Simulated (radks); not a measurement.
Results of a calculation; reference values are marked as such.
All-electron atom: Pd2.25+ in [Kr] 4d(up 4.75, down 3) (fractional occupations, a model configuration). Code: a radial shooting solver on a logarithmic mesh with Libxc functionals. Model: scalar-relativistic Kohn-Sham, PBE, spin-polarised, spherical densities, finite nucleus; Fermi nuclear charge, rms radius 4.5318 fm.

Unscreened Slater integrals over Kohn-Sham orbitals (eV). They are taken over the spin-up orbitals.

| integral | value |
|---|---|
| F0(4d,4d) | 18.282 |
| F2(4d,4d) | 9.1229 |
| F4(4d,4d) | 5.9617 |
| F0(4d,4p) | 20.510 |
| F2(4d,4p) | 10.101 |
| G1(4d,4p) | 12.686 |
| G3(4d,4p) | 7.7509 |
| F0(4d,4s) | 21.163 |
| G2(4d,4s) | 9.2950 |
| F0(4p,4p) | 23.746 |
| F2(4p,4p) | 12.464 |
| F0(4p,4s) | 24.773 |
| G1(4p,4s) | 16.817 |
| F0(4s,4s) | 25.963 |

Derived for the open shells (J is the average intra-shell exchange parameter used in DFT+U). 4d: Racah B = F2/49 - 5 F4/441 = 0.1186 eV, C = 35 F4/441 = 0.4732 eV, C/B = 3.99, F4/F2 = 0.653, J = (F2 + F4)/14 = 1.077 eV.
